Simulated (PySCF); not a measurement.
Electron correlation in Al⁺ (aluminium, charge +1)

[Ne] 3p2, high-spin 3P determinant (an excited configuration). Computed with PySCF 2.14 in dyall-av2z (13s9p2d, 50 functions), with no relativity, point nucleus. Frozen: [Ne]; 2 electrons correlated; the 15 highest virtual orbitals of each spin left out.

With two correlated electrons CCSD is exact within the correlated space (frozen core and kept virtual orbitals).

| level | correlation energy (mhartree) |
| --- | --- |
| CCSD | -8.26 |

Diagnostics: T1 = 0.00061, D1 = 0.0009, largest double amplitude 0.060.

Cost of the coupled-cluster step: of the order of 0.25 core-seconds, for 2 correlated electrons.
